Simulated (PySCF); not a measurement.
I, doublet (all electrons, no relativity); PySCF with B97-1/STO-3G.

PySCF was given this input:
```python
from pyscf import gto, scf, dft

mol = gto.M(
    atom='''
I     0.000000    0.000000    0.000000
''',
    basis='sto-3g',
    charge=0,
    spin=1,
    verbose=4,
)

mf = dft.UKS(mol)
mf.xc = 'b97-1'
mf.kernel()
```

Q: Write the output that PySCF gives for this input, abridged.

A: 
```
PySCF version 2.14.0

[INPUT] verbose = 4
[INPUT] num. atoms = 1
[INPUT] num. electrons = 53
[INPUT] charge = 0
[INPUT] spin (= nelec alpha-beta = 2S) = 1
[INPUT] symmetry False subgroup None
[INPUT] Mole.unit = angstrom
[INPUT] Symbol           X                Y                Z      unit          X                Y                Z       unit  Magmom
[INPUT]  1 I      0.000000000000   0.000000000000   0.000000000000 AA    0.000000000000   0.000000000000   0.000000000000 Bohr   0.0

nuclear repulsion = 0
number of shells = 11
number of NR pGTOs = 81
number of NR cGTOs = 27
basis = sto-3g
ecp = {}

******** <class 'pyscf.dft.uks.UKS'> ********
method = UKS
initial guess = minao
damping factor = 0
level_shift factor = 0
DIIS = <class 'pyscf.scf.diis.CDIIS'>
diis_start_cycle = 1
diis_space = 8
diis_damp = 0
SCF conv_tol = 1e-09
SCF conv_tol_grad = None
SCF max_cycles = 50
direct_scf = True
direct_scf_tol = 1e-13
number electrons alpha = 27  beta = 26
XC library pyscf.dft.libxc version 7.1.2
    S. Lehtola, C. Steigemann, M. J. T. Oliveira, and M. A. L. Marques,  SoftwareX 7, 1–5 (2018)
XC functionals = b97-1
    F. A. Hamprecht, A. J. Cohen, D. J. Tozer, and N. C. Handy,  J. Chem. Phys. 109, 6264 (1998)
radial grids:
    Treutler-Ahlrichs [JCP 102, 346 (1995); DOI:10.1063/1.469408] (M4) radial grids

becke partition: Becke, JCP 88, 2547 (1988); DOI:10.1063/1.454033
pruning grids: <function nwchem_prune>
grids dens level: 3
symmetrized grids: False
atomic radii adjust function: <function treutler_atomic_radii_adjust>
small_rho_cutoff = 0
Set gradient conv threshold to 3.16228e-05
tot grids = 21960
init E= -6830.8851593007
cycle= 1 E= -6852.55834215908  delta_E= -21.7  |g|= 0.0554  |ddm|= 1.15
cycle= 2 E= -6852.55897544043  delta_E= -0.000633  |g|= 0.000958  |ddm|= 0.0242
cycle= 3 E= -6852.55897565553  delta_E= -2.15e-07  |g|= 2.7e-06  |ddm|= 0.000447
cycle= 4 E= -6852.55897565553  delta_E= 9.09e-13  |g|= 1.31e-09  |ddm|= 1.1e-06
Extra cycle  E= -6852.55897565553  delta_E= 7.28e-12  |g|= 1.16e-09  |ddm|= 3.27e-08
converged SCF energy = -6852.55897565553  <S^2> = 0.75  2S+1 = 2
```
